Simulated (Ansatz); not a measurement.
Total energies of Cl2GaHSe, SMILES `[Cl][Ga]([Cl])[SeH]`.

Cartesian coordinates in Å:
```
Cl -0.074 2.442 0.972
Ga -0.090 0.400 0.385
Cl -0.736 -1.038 1.813
Se 0.578 -0.194 -1.732
H 0.322 -1.611 -1.438
```

Charge 0, multiplicity 1. Correlated methods include outer-core shells of Ga, Se, which these sets cover unevenly. Scalar relativity is left out up to krypton. The geometry is a stationary point of PBE0-D4/def2-TZVP. It is one conformer, not always the lowest. Basis def2-TZVPP, the Gaussian-basis code of Ansatz.

RPA on PBE orbitals: Hartree–Fock energy of these orbitals -5242.79768 Eh, correlation -1.34386 Eh (frozen core).

```
             functional  energy without D4 (Eh)  D4 term (kJ/mol)
            LDA (SPW92)             -5238.17354                 –
                    PBE             -5246.56558             -17.8
                 revPBE             -5247.08258             -38.2
                   BLYP             -5247.69064             -36.9
                 r2SCAN             -5247.51641              -3.9
                 B97M-V             -5246.54938                 –
                   PBE0             -5246.75750             -15.5
                  B3LYP             -5247.70670             -29.5
                r2SCANh             -5247.49999              -4.4
                r2SCAN0             -5247.47711              -5.0
HSE06 (plane-wave form)             -5246.74506             -14.9
                  BHLYP             -5247.55795             -29.0
              CAM-B3LYP             -5247.86257             -16.5
                LC-ωPBE             -5246.76084                 –
                ωB97X-V             -5247.05944                 –
                ωB97M-V             -5247.31299                 –
                 B2PLYP             -5246.59405                 –
               PBE-QIDH             -5245.94019                 –
```

B3LYP takes the VWN-RPA correlation (the form of Gaussian; ORCA's B3LYP/G). HSE06 is the plane-wave form, built on full-range PBE exchange. The double hybrids freeze the cores in their second-order part.

LC-ωPBE has ω = 0.4 bohr⁻¹.
